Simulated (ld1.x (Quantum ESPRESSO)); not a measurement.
## Configuration tests for O (Z = 8) (TM)

oxygen (O), norm-conserving Troullier–Martins (Kleinman–Bylander form), made with ld1.x (Quantum ESPRESSO) 7.5 (Wu–Cohen, non-relativistic). Core [He], reference 2s2 2p2 (charge +2). Waves: 2s (bound): rc 0.75 bohr; 3d channel at 0.3 Ry: rc 1.80 bohr; 2p (bound): rc 1.65 bohr. Local part: the p channel. Core correction: none.

Energies are relative to the spin-unpolarised reference configuration 2s2 2p2; without spin polarisation the order of configurations can differ from experiment.

| valence configuration | charge | ΔE all-electron (eV) | error AE − PS (meV) |
| --- | --- | --- | --- |
| 2s2 2p4 | 0 | -49.995 | +58 |
| 2s2 2p3 | +1 | -33.578 | +59 |
| 2s2 2p3.5 | +0.5 | -43.718 | +74 |
| 2s1 2p5 | 0 | -35.205 | +285 |
| 2s2 2p0 | +4 | 130.659 | +1423 |
| 2s2 2p4.3 | -0.3 | -52.110 | +34 |

(1) What are ΔE and the potential's error for 2s2 2p1?

Levels in the configuration 2s1 2p5:

| level | all-electron (eV) | pseudo (eV) |
| --- | --- | --- |
| 2s | -24.233 | -23.939 |
| 2p | -9.425 | -9.368 |

Results:

(1) ΔE = 53.848 eV all-electron; the error (AE − PS) is +231 meV.
